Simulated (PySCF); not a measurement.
Radial density of Tc⁻ (technetium, charge -1)

M06, [Kr] 4d6 5s2, high-spin 5D determinant. Calculation: PySCF 2.14, in aug-cc-pV5Z-PP with ECP28MDF; scalar relativity through the core potential. This is the valence pseudo-density: the core potential removes the inner electrons and smooths the orbitals near the nucleus.

```csv
r (bohr),4πr²ρ (e/bohr),4πr²(ρα − ρβ)
0.0276,1.989e-05,0.0000
0.0465,4.275e-05,0.0000
0.0782,0.0001241,0.0000
0.132,0.0007292,0.0002
0.221,0.009238,0.0024
0.372,0.2232,0.0411
0.626,4.291,0.5490
1.05,12.26,2.2341
1.77,4.959,1.9583
2.98,1.326,0.4988
5.01,0.3917,0.0300
8.43,0.04501,-0.0126
14.2,0.001758,-0.0012
```

Energies and moments cover only the electrons outside the core potential. At M06 the highest occupied level has a positive energy, so only the finite basis holds that electron; in a semilocal or global hybrid functional this comes from self-interaction and does not mean that the real anion is unbound.

Problem. Where is the radial spin density 4πr²(ρα − ρβ) most negative, and why is it negative at all?

Solution. Around r = 8.43 bohr, down to -0.0126 e/bohr: exchange with the open shell polarises the paired shells in an unrestricted calculation.
